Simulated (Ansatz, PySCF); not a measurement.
Species: chloro tellurohypochlorite, TeCl2, net charge 0, singlet state. 
Coordinates optimised at B3LYP-D3(BJ)/def2-TZVP (Ansatz, a program for electronic structure):
```
Te
Cl 1 2.3484
Cl 1 2.3484 2 99.46
```

Wanted: vertical electron affinity (to the doublet state of charge -1; a negative value means that the extra electron is unbound and the number depends on the basis; each state is the SCF solution reached for its spin; for the doublet the Hartree-Fock reference is unstable and T1 is 0.014), in eV. Cores are frozen in the correlated levels unless marked. Open shells are spin-unrestricted. No spin-orbit coupling. Frozen are the shells of the preceding noble gas and the d and f shells that filled before the atom's block. Past Kr the def2 sets carry scalar-relativistic core potentials. Anions need diffuse functions: def2-D sets add few. 

```json
[
 {"level": "HF/def2-QZVPPD", "program": "Ansatz", "vertical electron affinity (eV)": "0.41"},
 {"level": "SVWN5/def2-TZVPD", "program": "Ansatz", "vertical electron affinity (eV)": "1.25"},
 {"level": "r2SCAN/def2-TZVPD", "program": "Ansatz", "vertical electron affinity (eV)": "1.12"},
 {"level": "B3LYP/def2-TZVPD", "program": "Ansatz", "vertical electron affinity (eV)": "1.12"},
 {"level": "PBE0/def2-TZVPD", "program": "Ansatz", "vertical electron affinity (eV)": "1.09"},
 {"level": "M06-2X/def2-TZVPD", "program": "PySCF", "vertical electron affinity (eV)": "1.07"},
 {"level": "CAM-B3LYP/def2-TZVPD", "program": "Ansatz", "vertical electron affinity (eV)": "1.11"},
 {"level": "CCSD/def2-SVPD", "program": "Ansatz", "vertical electron affinity (eV)": "0.85"},
 {"level": "CCSD/def2-TZVPPD", "program": "Ansatz", "vertical electron affinity (eV)": "0.81"}
]
```
